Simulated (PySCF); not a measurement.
# Bond lengths and vibrations by method: B2FH3N anion

Calculated results; nothing here was measured. They come from PySCF 2.14.0, an open-source quantum chemistry program, on an isolated molecule that a program drew, which may never have been made. The molecule is B2FH3N anion (charge -1, singlet), drawn as the SMILES string `N=B[BH2-]F`.

The geometry was optimised and harmonic frequencies were computed with HF and MP2, all in the aug-cc-pVDZ basis, for the commonest isotopes, with a restricted reference for singlets and an unrestricted one otherwise, and a frozen core in MP2. Each result is a local minimum of its method.

Geometry at the HF minimum:
```xyz
7
B2FH3N anion, angstrom
N    -2.6816    2.3358    0.1416
B    -2.0856    1.6419   -0.7166
B    -1.2803    0.7180   -1.9614
F    -0.5410   -0.4059   -1.3738
H    -3.1355    2.8573    0.8374
H    -2.1306    0.2885   -2.7563
H    -0.4954    1.4620   -2.5694
```

Lengths of the bonds as drawn, in Å (atoms numbered as above):
```
bond,HF,MP2
N1-B2,1.254,1.281
B2-B3,1.747,1.738
B3-F4,1.468,1.502
N1-H5,0.981,0.999
B3-H6,1.241,1.241
B3-H7,1.241,1.241
```

Rotational constants, in GHz:
| constant | HF | MP2 |
|---|---|---|
| A | 31.37 | 30.34 |
| B | 3.505 | 3.449 |
| C | 3.236 | 3.177 |

Harmonic frequencies in cm^-1, each column in rising order, so a row needn't be the same motion in every method:
```
rank    HF   MP2
   1   184   163
   2   245   180
   3   305   279
   4   319   279
   5   486   450
   6   668   652
   7   831   772
   8   885   829
   9  1037   974
  10  1188  1113
  11  1255  1185
  12  1919     ?
  13  2315  2343
  14  2349  2344
  15  4116  3871
```

**Estimate the missing MP2 frequency from the HF column.**

A single factor s that minimises the squared misfit of MP2 against s times HF over the other rows is sum(HF x MP2) / sum(HF^2) = 0.9602, with an rms misfit of 51 cm^-1. For rank 12 it gives 0.9602 x 1919 = 1843 cm^-1. The calculation gives 1780 cm^-1, 63 cm^-1 below the estimate. The drawn bonds are on average 1.0 % longer in MP2 than in HF.
